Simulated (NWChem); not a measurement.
Species: H$_{3}$S$_{2}$ cation; SMILES [SH2+]S

**Question.** Give the equilibrium geometry at B3LYP/6-31G* (spherical d) (NWChem) as a Z-matrix, with the point group.

**Answer.** point group Cs; any orientation.
```
S
H 1 1.3578
H 1 1.3578 2 94.74
S 1 2.1155 2 101.22 3 -102.45
H 4 1.3536 1 92.24 2 -131.40
```
